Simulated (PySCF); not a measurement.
Molecular orbitals of RbLi⁻

CAM-B3LYP at R = 4.012 Å; basis Rb def2-SVPD with ECP28, Li def2-SVPD; scalar-relativistic core potentials; PySCF 2.14. State: ²Σ⁺ (doublet), unpaired electrons σ ↑. Only the outer orbitals are listed, counted within each symmetry, core potentials removing the inner ones.

| spin | orbital | occ. | ε (eV) | on Rb (%) | main shells (%) |
| --- | --- | --- | --- | --- | --- |
| α | 1σ | 1 | -52.80 | 0 | 100 Li s |
| α | 2σ | 1 | -33.48 | 100 | 100 Rb s |
| α | 1π | 1 | -15.87 | 100 | 100 Rb p |
| α | 1π | 1 | -15.87 | 100 | 100 Rb p |
| α | 3σ | 1 | -15.81 | 100 | 100 Rb p |
| α | 4σ | 1 | -1.09 | 48 | 54 Li s, 44 Rb s |
| α | 5σ | 1 | -0.20 | 75 | 48 Rb s, 28 Rb p, 19 Li s |
| α | 2π | 0 | 1.65 | 101 | 101 Rb p |
| α | 2π | 0 | 1.65 | 101 | 101 Rb p |
| α | 6σ | 0 | 1.75 | 101 | 97 Rb p |
| β | 1σ | 1 | -52.74 | 0 | 100 Li s |
| β | 2σ | 1 | -33.46 | 100 | 100 Rb s |
| β | 1π | 1 | -15.85 | 100 | 100 Rb p |
| β | 1π | 1 | -15.85 | 100 | 100 Rb p |
| β | 3σ | 1 | -15.79 | 100 | 100 Rb p |
| β | 4σ | 1 | -0.91 | 68 | 52 Rb s, 31 Li s, 14 Rb p |
| β | 5σ | 0 | 1.55 | 104 | 97 Rb p |
| β | 2π | 0 | 1.61 | 102 | 102 Rb p |
| β | 2π | 0 | 1.61 | 102 | 102 Rb p |

Q: Which are the highest filled and the lowest empty level, where do they sit, and how wide is the gap?

A: Highest filled α 5σ at -0.20 eV (in %: 48 Rb s, 28 Rb p, 19 Li s); lowest empty β 5σ at 1.55 eV (in %: 97 Rb p); the gap at CAM-B3LYP is 1.75 eV. An empty level above zero is unbound, and its energy depends on the basis.

```json
{
 "bond order (Mayer)": "0.70",
 "⟨S²⟩": "0.844",
 "charge on Rb (Mulliken, basis-dependent)": "-0.92",
 "charge on Rb (Löwdin, basis-dependent)": "-0.68",
 "dipole moment (positive dipole points towards Li; it is taken about the centre of mass and depends on that origin)": "-5.83 D",
 "polarisability along the bond": "1292.5 bohr³",
 "polarisability across the bond": "742.8 bohr³"
}
```

Shares are Mulliken populations and can fall outside 0 to 100 %.

Spin–orbit coupling is left out. The state was picked by a PBE0 search and need not be the measured ground state.
